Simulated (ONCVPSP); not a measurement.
fluorine (F): ONCV pseudisation with PBE, non-relativistic reference atom.

ONCVPSP 4.0.1 input, shortened (lines: element, Z, core and valence counts, functional; n l f; lmax; l rc ep ncon nbas qcut; lloc lpopt rc5 dvloc0; l nproj debl; icmod fcfact rcfact), PBE, non-relativistic:

```
  F 9.00    1    2        4      upf
    1    0    2.00
    2    0    2.00
    2    1    4.00
    1
    0    0.55    0.00    4    9   15.40
    1    1.40    0.00    3    7    9.50
    0    5    0.55    0.00
    0    0    3.30
    1    2    0.70
    1    0.20    0.00
```

In the p channel the program set the typed energies aside and used -1.041, 0.250 Ha.

- Cutoffs needed: 96 Ha and 523 Ha (the cutoffs (Ha) at which the residual kinetic energy of the hardest occupied pseudo-wave falls to 1 and 0.1 mHa per electron)
- Ghost test: no bound ghost flagged; no localised positive-energy state flagged
- Largest excitation error: +2427 meV (all-electron minus pseudo) for 2s2 2p1, out of 4 test configurations
- rms error of d²Exc/dni dnj: 2.24 mHa without and 2.27 mHa with the model core
